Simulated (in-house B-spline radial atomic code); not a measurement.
How numerical settings move a run on Er III (Er2+), [Xe] 4f12. Computed with an all-electron radial atomic-structure program (B-spline basis): scalar-relativistic (X2C) SCAN, spin-polarised, spherical fractional occupations, Fermi nucleus of rms radius 5.2516 fm.

Command:
```bash
python run_scf.py task.json out
```
Settings of the sound reference run:
```
Z                68
electrons        66
configuration    [Xe] 4f12
hamiltonian      x2c
method           scan,scan
spin_polarised   True
nucleus          fermi
rms_radius       5.2516
mass_number      166
atomic_mass      165.9303
speed_of_light   137.036
knot_spacing     0.22
spline_order     8
gauss_points     12
box_radius       22.22
max_iterations   70
damping          0.5
damped_steps     3
diis_vectors     10
tolerance        1e-08
start            Thomas-Fermi
```

Time taken, with all properties: 0.64 s on 1 thread of Intel(R) Xeon(R) Platinum 8259CL CPU @ 2.50GHz, on a shared host.

It converges in 9 iterations to -13086.184959 hartree, with 4f down at -16.3046 eV. The other runs change the listed settings, some to values that make no sense; their results aren't properties of the atom or ion. Radii are in bohr (the nuclear one in fm), a minus after a letter asks for a j subshell, and «unchanged» means within 1e-8 hartree. The run stops when the residual is below 10 × tolerance × max(1, Z/10), or a noise floor if that is larger, and the energy moves by less than 1e-8 × √|E| hartree; so very loose and very tight tolerances often act alike.

```tsv
changed settings	outcome
gauss_points = 8, first_knot = 0.00147, max_iterations = 50, tolerance = 0.001, start = bare nucleus	converged in 7 iterations, energy +7.14e-01 hartree from the reference, 4f down level +6.1e-03 eV
diis_vectors = 0	not converged after 70 iterations, last residual 2.8e-06, last energy -1.00e-09 hartree from the reference
diis_vectors = 4	converged in 9 iterations, energy unchanged, 4f down level -4.8e-06 eV
diis_vectors = 20	converged in 9 iterations, energy unchanged
spline_order = 3	converged in 9 iterations, energy +4.41e-01 hartree from the reference, 4f down level -6.4e-02 eV
damping = 0	converged in 10 iterations, energy unchanged, 4f down level -5.4e-05 eV
spline_order = 10	converged in 9 iterations, energy +2.11e-04 hartree from the reference, 4f down level -2.0e-03 eV
electrons = 67, configuration = [Xe] 4f12 6p-1, max_iterations = 75	stopped with error: j subshells need the Dirac Hamiltonian and l > 0
diis_vectors = 1	not converged after 70 iterations, last residual 4.0e+00, last energy +2.03e+02 hartree from the reference
spline_order = 7	converged in 9 iterations, energy +2.54e-04 hartree from the reference, 4f down level -2.0e-03 eV
electrons = 67, configuration = [Kr] 4d10 4f12 5s2 5p7, max_iterations = 60	stopped with error: shell 5p holds at most 3 electrons (per spin)
spline_order = 4	converged in 9 iterations, energy +1.11e-02 hartree from the reference, 4f down level -7.9e-04 eV
damping = 0.2	converged in 10 iterations, energy unchanged, 4f down level -3.3e-05 eV
damping = 0.8	converged in 9 iterations, energy unchanged, 4f down level -3.8e-06 eV
```

**Question.** What happens with knot_spacing = 0.55, gauss_points = 16, max_iterations = 75, damping = 0.2?

**Answer.** Converged in 10 iterations, energy +1.43e+00 hartree from the reference, 4f down level -4.6e-02 eV.

**Question.** What happens with diis_vectors = 2?

**Answer.** Converged in 9 iterations, energy unchanged, 4f down level -5.6e-05 eV.

**Question.** What happens with spline_order = 6?

**Answer.** Converged in 9 iterations, energy +8.42e-04 hartree from the reference, 4f down level +7.7e-04 eV.

**Question.** What happens with max_iterations = 100, damped_steps = 8, tolerance = 1e-13, start = bare nucleus?

**Answer.** Converged in 14 iterations, energy unchanged, 4f down level -1.8e-05 eV.
